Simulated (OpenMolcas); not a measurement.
**Si III: from CASSCF to CASPT2**

```json
{
 "Program": "OpenMolcas 26.06",
 "Basis": "ANO-RCC-VQZP [6s5p3d2f1g]",
 "Scalar Hamiltonian": "DKH2, point nucleus",
 "Active space": "2 electrons in 4 orbitals (3s 3p)",
 "State averaging": "2S+1 = 3 even, 3 roots; 2S+1 = 1 even, 7 roots; 2S+1 = 3 odd, 3 roots; 2S+1 = 1 odd, 3 roots",
 "Spin-orbit coupling": "state interaction with AMFI integrals over the reference wave functions, term energies averaged over their components"
}
```

Methods on the same reference wave functions:
A. CASSCF
B. SS-CASPT2, IPEA 0.25 Eh, imaginary shift 0.1 Eh (closed shells correlated: 2s 2p)
C. MS-CASPT2, IPEA 0.25 Eh, imaginary shift 0.1 Eh (closed shells correlated: 2s 2p)

Energies in eV above 3s2 1S0, the measured ground level; measured values from NIST levels in Kelleher and Podobedova, J. Phys. Chem. Ref. Data 37, 1285 (2008).

```tsv
Level	A	B	C	Measured
3s2 1S0	0.0000	0.0000	0.0000	0.0000
3s 3p 3P* 0	6.3992	6.456	6.469	6.5370
3s 3p 3P* 1	6.4127	6.470	6.482	6.5530
3s 3p 3P* 2	6.4399	6.497	6.509	6.5854
3s 3p 1P* 1	11.4802	10.492	10.505	10.2764
3p2 3P0	16.0451	16.065	16.078	16.0818
3p2 3P1	16.0586	16.079	16.091	16.0984
3p2 3P2 [67 %]	16.0848	16.092	16.105	16.1304
3p2 1D2 [67 %]	17.4362	16.132	16.144	15.1527
3p2 1S0	20.4770	19.037	19.062	19.0247
```

Deviations, from unrounded energies. A percentage is the sum of absolute deviations over the sum of measured energies, with the sign that they share, or ± where signs differ.

```tsv
Against measurement	Levels	A	B	C
mean absolute deviation (cm-1)	9	4900	1400	1400
other configurations (%)	9	±4.9	±1.4	±1.3
```

B, C lie about equally close to measurement and A furthest from it. The largest miss of C in the table is 3p2 1D2 [67 %], by +8000 cm-1. The ranking rests on the paired levels alone, and a cruder setting can come out closer through cancelling errors.

Between B and C the level of the table that moves most is 3p2 1S0, by 200 cm-1 (lowest in B, highest in C).

The lowest spin-free term lies below A's lowest term by 0.060 hartree in B, 0.060 hartree in C.

Over all roots computed the reference weight is 0.92 to 0.99 in B, 0.92 to 0.99 in C; the roots of lowest weight are the least certain, and an intruder state may touch them. The ¹D term of p² mixes with s d, which this space lacks. Some levels mix across a computed gap that differs much from the measured one, so their mixing is not that of the real levels (holds for B; C). Computed and measured levels are paired by configuration, term and J; levels that our copy of the source lacks, or whose pairing is in doubt (as where it misses far off the trend of its configuration), stay unpaired and out of the deviations. Only configurations of the active space appear.

A share in square brackets marks a mixed level and gives the weight of the term that names it, the lowest over the columns. * marks odd parity.
